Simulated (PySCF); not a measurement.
C3H5O3, SMILES COC(O[CH2])=O, multiplicity 2. Atoms are numbered in the order given.

```xyz
11

C      2.3544    -0.0375     0.0626
O      1.1426    -0.0379     0.6773
C      0.0472     0.0038    -0.0975
O      0.0387     0.0676    -1.2949
O     -1.0112    -0.0358     0.6965
C     -2.2632     0.0041     0.0353
H      3.1916     0.0537     0.7498
H      2.3857     0.1308    -1.0132
H     -2.3743    -0.8521    -0.6462
H     -3.0244    -0.0379     0.8225
H     -2.3701     0.9314    -0.5468
```
Charge 0, spin multiplicity 2.

The structure is a stationary point at PBE0-D3(BJ)/def2-SVP. The isomer is the one that the SMILES or the coordinates give; other isomers of the formula were not compared.

Level of theory: TDA-PBE/def2-SVPD (PySCF).

Vertical excitations. Isolated molecule, no solvent.

**Question.** List the lowest excited states. (Estimate from the structure and the level; the computed values follow.)

**Answer.** 
```tsv
state	energy (eV)	λ (nm)	f	main pairs
root 1	4.35	285	0.000	β HOMO→LUMO 99 %
root 2	4.46	278	0.004	α HOMO→LUMO+1 99 %
root 3	4.54	273	0.070	α HOMO→LUMO 95 %
root 4	4.99	248	0.019	β HOMO−1→LUMO 96 %
root 5	5.12	242	0.011	α HOMO→LUMO+2 98 %
root 6	5.29	234	0.004	α HOMO→LUMO+3 98 %
root 7	6.02	206	0.000	α HOMO→LUMO+4 84 %, β HOMO−3→LUMO 13 %
root 8	6.08	204	0.001	α HOMO→LUMO+4 14 %, β HOMO−3→LUMO 81 %
root 9	6.16	201	0.090	α HOMO→LUMO+6 20 %, α HOMO→LUMO+5 6 %, β HOMO−2→LUMO 67 %
root 10	6.21	200	0.002	α HOMO→LUMO+5 90 %
```
Unrestricted roots are not spin-pure.
